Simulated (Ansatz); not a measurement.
Reaction (cleavage of the B–Ge bond): `C[B](C)[GeH3]` + `C=C=N` → `C=C=NB(C)C` + GeH₄

Gas-phase electronic energies from Ansatz, PBE0-D4/def2-TZVP geometries. CCSD(T)/CBS is the MP2 limit (def2-TZVPP, def2-QZVPP) plus CCSD(T) − MP2 in def2-TZVPP, frozen cores. This one scheme is used for every species. Functionals use def2-TZVPP. B3LYP here is the variant with VWN-RPA as its local correlation; programs differ in this. For Ge outer-core shells are correlated without core-valence functions, which leaves a few kJ/mol of doubt a bond. Scalar relativity is left out up to krypton. Each species was taken in one conformer, which may not be the lowest.

`C[B](C)[GeH3]`:

```xyz
13

C     1.242   -0.919   -0.675
B     0.128    0.045   -0.168
C    -0.122    1.424   -0.851
Ge   -1.059   -0.495    1.453
H     1.731   -1.506    0.106
H     0.716   -1.657   -1.303
H     1.994   -0.447   -1.313
H     0.221    1.472   -1.889
H     0.508    2.132   -0.288
H    -1.141    1.810   -0.780
H    -2.547   -0.581    1.048
H    -0.684   -1.847    2.092
H    -0.985    0.569    2.569
```

`C=C=N`:

Cartesian coordinates in Å:
```
C 0.624 0.629 0.396
C -0.161 -0.178 -0.265
N -0.841 -0.892 -0.978
H 0.308 1.641 0.611
H 1.590 0.287 0.742
H -1.518 -1.487 -0.506
```

`C=C=NB(C)C`:

```xyz
14

C     0.499   -2.973   -1.165
C     0.296   -1.766   -0.693
N     0.112   -0.669   -0.263
B    -0.103    0.617    0.241
C     0.879    1.183    1.330
C    -1.321    1.453   -0.299
H    -0.177   -3.391   -1.898
H     1.343   -3.556   -0.824
H     1.788    0.593    1.460
H     0.361    1.214    2.296
H     1.159    2.217    1.109
H    -1.866    1.926    0.524
H    -0.944    2.275   -0.919
H    -2.025    0.877   -0.901
```

GeH₄:

```xyz
5

Ge    0.000    0.000    0.000
H     1.181    0.245    0.948
H    -1.317    0.200    0.761
H     0.066   -1.435   -0.539
H     0.069    0.990   -1.170
```

(1) Is it downhill or uphill in electronic energy at CCSD(T)/CBS, and by how much? (Estimate.)

(2) What do these levels give: PBE0, B3LYP, HF/def2-TZVPP, HF/def2-QZVPP, MP2/def2-QZVPP, CCSD/CBS(def2)? (An estimate is asked.)

Largest T1 diagnostic among the species: 0.015.

Answers

(1) Ansatz gave: Downhill: ΔE = -1.27 eV.

(2) Computed: PBE0 -1.33, B3LYP -1.41, HF/def2-TZVPP -1.41, HF/def2-QZVPP -1.42, MP2/def2-QZVPP -1.36, CCSD/CBS(def2) -1.26 eV.

In def2-TZVPP, CCSD(T) changes the Hartree–Fock value by +0.12 eV (the triples alone add −0.01 eV) and MP2 by +0.04 eV.
